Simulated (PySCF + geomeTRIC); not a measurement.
Computed with TPSSh-D3(BJ)/def2-TZVP (PySCF + geomeTRIC). fastk is a local helper that only speeds up exchange builds. No frequencies were computed at this level.

```python
import json, numpy as np
from pyscf import gto, dft
from fastk import lowrank_exchange
atoms = """
N     -1.212452    -1.142906     0.039077
Si     0.013288     0.009244    -0.332028
N      1.418423    -0.606547     0.445678
N     -0.053926     1.657658     0.163713
Cl     0.008612     0.101822    -2.361497
H     -2.068068    -1.165285    -0.488572
H     -1.367145    -1.412777     0.994330
H      2.261299    -0.058950     0.399744
H      1.630772    -1.583454     0.331806
H     -0.628185     2.316786    -0.333233
H     -0.002618     1.884410     1.140982
"""
def scf(charge, spin, dm0=None):
    mol = gto.M(atom=atoms, basis='def2-tzvp', ecp={}, charge=charge, spin=spin, verbose=3, max_memory=5040)
    mf = dft.KS(mol, xc='tpssh').density_fit(auxbasis="def2-universal-jkfit")
    mf.disp = 'd3bj'
    mf.grids.level = 3
    mf.conv_tol = 1e-8
    mf.max_cycle = 60
    mf.kernel(dm0)
    if not mf.converged:
        mf = mf.newton().run(mf.mo_coeff, mf.mo_occ).undo_soscf()
    return mf
mf = scf(0, 0)
from pyscf.geomopt.geometric_solver import kernel as optimize
path = []
done, mol = optimize(mf, maxsteps=80, assert_convergence=False, callback=lambda env: path.append((env["energy"], bool(env["g_scanner"].converged))))
res = dict(converged=bool(done and path[-1][1]), energy=path[-1][0], path=[e for e, c in path], xyz=mol.atom_coords(unit="Angstrom").tolist(), nao=mol.nao)
json.dump(res, open("result.json", "w"))
```

Output:

```
converged SCF energy = -917.86350514514
Geometry optimization cycle 1
converged SCF energy = -917.863505145137
cycle 1: E = -917.863505145  dE = -917.864  norm(grad) = 0.032767
Geometry optimization cycle 2
converged SCF energy = -917.864451492387
cycle 2: E = -917.864451492  dE = -0.000946347  norm(grad) = 0.0128726
Geometry optimization cycle 3
converged SCF energy = -917.864770023392
cycle 3: E = -917.864770023  dE = -0.000318531  norm(grad) = 0.00388659
Geometry optimization cycle 4
converged SCF energy = -917.864847026919
cycle 4: E = -917.864847027  dE = -7.70035e-05  norm(grad) = 0.00331283
Geometry optimization cycle 5
converged SCF energy = -917.864895582051
cycle 5: E = -917.864895582  dE = -4.85551e-05  norm(grad) = 0.00311684
Geometry optimization cycle 6
converged SCF energy = -917.864921177458
cycle 6: E = -917.864921177  dE = -2.55954e-05  norm(grad) = 0.001835
Geometry optimization cycle 7
converged SCF energy = -917.864929263248
cycle 7: E = -917.864929263  dE = -8.08579e-06  norm(grad) = 0.000489871
Geometry optimization cycle 8
converged SCF energy = -917.864930726493
cycle 8: E = -917.864930726  dE = -1.46325e-06  norm(grad) = 0.000231749
Geometry optimization cycle 9
converged SCF energy = -917.864931118989
cycle 9: E = -917.864931119  dE = -3.92496e-07  norm(grad) = 0.000224927
Geometry optimization cycle 10
converged SCF energy = -917.864931234839
cycle 10: E = -917.864931235  dE = -1.1585e-07  norm(grad) = 0.000130156
<class 'geometric.internal.Distance'> : 10
<class 'geometric.internal.Angle'> : 15
<class 'geometric.internal.Dihedral'> : 18
<class 'geometric.internal.TranslationX'> : 1
<class 'geometric.internal.TranslationY'> : 1
<class 'geometric.internal.TranslationZ'> : 1
<class 'geometric.internal.RotationA'> : 1
<class 'geometric.internal.RotationB'> : 1
<class 'geometric.internal.RotationC'> : 1
Step    0 : Gradient = 9.880e-03/2.213e-02 (rms/max) Energy = -917.8635051451
Step    1 : Displace = 1.381e-02/3.208e-02 (rms/max) Trust = 1.000e-01 (=) Grad = 3.881e-03/1.032e-02 (rms/max) E (change) = -917.8644514924 (-9.463e-04) Quality = 1.349
Step    2 : Displace = 1.530e-02/3.600e-02 (rms/max) Trust = 1.414e-01 (+) Grad = 1.172e-03/2.339e-03 (rms/max) E (change) = -917.8647700234 (-3.185e-04) Quality = 1.251
Step    3 : Displace = 1.081e-02/2.104e-02 (rms/max) Trust = 2.000e-01 (+) Grad = 9.989e-04/1.647e-03 (rms/max) E (change) = -917.8648470269 (-7.700e-05) Quality = 1.418
Step    4 : Displace = 1.094e-02/1.933e-02 (rms/max) Trust = 2.828e-01 (+) Grad = 9.398e-04/2.289e-03 (rms/max) E (change) = -917.8648955821 (-4.856e-05) Quality = 1.395
Step    5 : Displace = 7.660e-03/1.263e-02 (rms/max) Trust = 3.000e-01 (+) Grad = 5.533e-04/1.396e-03 (rms/max) E (change) = -917.8649211775 (-2.560e-05) Quality = 1.332
Step    6 : Displace = 3.367e-03/4.963e-03 (rms/max) Trust = 3.000e-01 (=) Grad = 1.477e-04/2.944e-04 (rms/max) E (change) = -917.8649292632 (-8.086e-06) Quality = 1.199
Step    7 : Displace = 1.814e-03/3.433e-03 (rms/max) Trust = 3.000e-01 (=) Grad = 6.987e-05/1.202e-04 (rms/max) E (change) = -917.8649307265 (-1.463e-06) Quality = 1.066
Step    8 : Displace = 1.361e-03/2.581e-03 (rms/max) Trust = 3.000e-01 (=) Grad = 6.782e-05/1.464e-04 (rms/max) E (change) = -917.8649311190 (-3.925e-07) Quality = 0.763
Step    9 : Displace = 9.351e-04/1.730e-03 (rms/max) Trust = 3.000e-01 (=) Grad = 3.924e-05/6.112e-05 (rms/max) E (change) = -917.8649312348 (-1.158e-07) Quality = 0.400
Converged! =D
```

Cost: roughly 7 core-minutes.
